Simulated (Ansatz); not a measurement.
(1) Predict a relaxed structure of cyclo-(H2SnS)2 (Sn₂H₄S₂), charge 0, singlet, at PBE-D4/def2-SVP (Ansatz).

Answers

(1) 
Cartesian coordinates in Å:
```
Sn 0.449 1.301 -0.901
H -0.650 2.258 -1.835
H 2.079 1.873 -1.023
S -0.278 1.096 1.444
Sn -0.449 -1.301 0.900
H 0.654 -2.255 1.834
H -2.077 -1.876 1.026
S 0.273 -1.095 -1.446
```
Point group D2h (tolerance 0.1 Å). This is one stationary point.

In the def2 sets Sn takes a core potential; there is no spin–orbit coupling.
